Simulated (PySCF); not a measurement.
This PySCF input asks for the NMR shieldings of SMILES CCO[Si@H]1CCCO1, C5H12O2Si; the geometry comes from PBE0-D3(BJ)/def2-SVP.

```python
import basis_set_exchange as bse
import numpy as np
from pyscf import gto, dft
from pyscf.prop import nmr

atoms = """
C     3.350816    0.494552   -0.671108
C     2.142594   -0.380138   -0.909525
O     1.073711    0.059048   -0.103998
Si   -0.270483   -0.819185    0.303009
C    -1.388306    0.196730    1.406554
C    -2.311998    0.816697    0.345423
C    -2.557828   -0.241948   -0.735752
O    -1.365649   -0.971448   -0.957380
H     3.118076    1.543479   -0.907783
H     4.195098    0.173934   -1.300124
H     3.661486    0.444202    0.383241
H     1.846002   -0.340871   -1.973801
H     2.388154   -1.436788   -0.684939
H     0.172828   -2.174221    0.735610
H    -0.872221    0.947070    2.021399
H    -1.950664   -0.469108    2.083816
H    -3.264184    1.180368    0.764015
H    -1.806125    1.684871   -0.109520
H    -3.357074   -0.938327   -0.417300
H    -2.883686    0.217902   -1.683071
"""
names = dict.fromkeys(["C", "O", "Si", "H"], "pcSseg-1")
basis = {el: gto.basis.parse(bse.get_basis(n, elements=[el], fmt="nwchem")) for el, n in names.items()}
mol = gto.M(atom=atoms, basis=basis, charge=0, verbose=0)
mf = dft.RKS(mol, xc="CAM-B3LYP")
mf.grids.level = 2
mf.grids.alignment = dft.numint.BLKSIZE   # the property module wants whole blocks of grid points
mf.conv_tol = 1e-9
mf.kernel()

calc = nmr.RKS(mf)   # GIAO
C = mf.mo_coeff
Co = C[:, mf.mo_occ > 0]
resp = mf.gen_response(singlet=True, hermi=2)
def vind(x):   # induced exchange potential for any number of trial vectors
    d = np.einsum("pi,xij,qj->xpq", C, 2 * x.reshape(-1, C.shape[1], Co.shape[1]), Co, optimize=True)
    return np.einsum("xpq,pi,qj->xij", resp(d - d.transpose(0, 2, 1)), C, Co, optimize=True).ravel()
mo1, _ = nmr.rhf.solve_mo1(calc, with_cphf=vind)
sigma = calc.kernel(mo1)
for i, s in enumerate(sigma):   # ppm
    w = np.linalg.eigvalsh((s + s.T) / 2)
    print("%2d %-2s iso %8.1f  s11 %8.1f  s22 %8.1f  s33 %8.1f" % (i, mol.atom_pure_symbol(i), w.mean(), *w))
```

Q: Give the expected output.

A: 
```
 0 C  iso    162.0  s11    143.9  s22    159.9  s33    182.2
 1 C  iso    120.8  s11     92.4  s22    105.3  s33    164.5
 2 O  iso    250.8  s11    168.5  s22    267.8  s33    316.1
 3 Si iso    341.7  s11    318.0  s22    336.7  s33    370.3
 4 C  iso    172.2  s11    166.1  s22    173.6  s33    176.8
 5 C  iso    154.8  s11    136.8  s22    158.9  s33    168.7
 6 C  iso    112.9  s11     77.9  s22    103.6  s33    157.2
 7 O  iso    262.3  s11    182.2  s22    292.3  s33    312.4
 8 H  iso     29.8  s11     26.1  s22     28.4  s33     34.9
 9 H  iso     30.4  s11     26.5  s22     27.4  s33     37.2
10 H  iso     30.0  s11     26.3  s22     28.5  s33     35.1
11 H  iso     27.5  s11     21.7  s22     28.2  s33     32.5
12 H  iso     27.7  s11     22.7  s22     28.2  s33     32.1
13 H  iso     26.6  s11     22.9  s22     24.6  s33     32.2
14 H  iso     30.6  s11     27.0  s22     27.5  s33     37.2
15 H  iso     31.0  s11     26.5  s22     28.1  s33     38.6
16 H  iso     29.6  s11     25.1  s22     27.0  s33     36.8
17 H  iso     29.6  s11     25.8  s22     27.2  s33     35.8
18 H  iso     27.7  s11     22.5  s22     26.3  s33     34.5
19 H  iso     27.2  s11     22.6  s22     26.1  s33     33.0
```

These numbers come from an equivalent density-fitted implementation of the same equations, which agrees with the script to about 0.01 ppm for H and up to a few tenths of a ppm for heavy atoms, so last digits may differ.

Q: Turn these shieldings into chemical shifts. Referencing at the same level of theory: ¹³C (182.45 ppm) and ²⁹Si (343.41 ppm) and ¹H (31.33 ppm) vs TMS; ¹⁷O (338.55 ppm) against H2O.

A: Averaging equivalent atoms: C 6: 69.5; C 1: 61.7; C 5: 27.7; C 0: 20.4; C 4: 10.3; O 2: 87.8; O 7: 76.2; Si 3: 1.7; H 13: 4.77; H 19: 4.11; H 11: 3.87; H 12: 3.64; H 18: 3.58; H 17: 1.74; H 16: 1.71; H 8/9/10: 1.28; H 14: 0.74; H 15: 0.29 ppm. Experimental scales use liquid or dissolved standards, which lie at an offset from isolated H2O (liquid H2O: subtract about 36 ppm).

Size and cost of the density-fitted run: 203 basis functions, 42 s wall time on 1 thread of an Arm Neoverse V1, shared host; peak memory 1.1 GiB.
